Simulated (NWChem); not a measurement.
# AlIF₂; SMILES [F][Al]([F])[I]

All runs: NWChem. STO-3G and 3-21G are far too small for this property and stand as cheap habits. Structure relaxed at the PBE0/def2-SVP level. def2 effective core potentials on I; no spin-orbit coupling. Field at 589 nm.

**Question.** Among these, which level gives the lowest value of “isotropic polarisability (bohr³)”?
A. B3LYP/def2-SVPD (core potentials)
B. B3LYP/STO-3G (all-electron, non-relativistic)
C. B3LYP/def2-SVP (core potentials)

**Answer.** B, B3LYP/STO-3G (all-electron, non-relativistic). Values: B3LYP/STO-3G (all-electron, non-relativistic) 18.4; B3LYP/def2-SVP (core potentials) 42.0; B3LYP/def2-SVPD (core potentials) 58.4
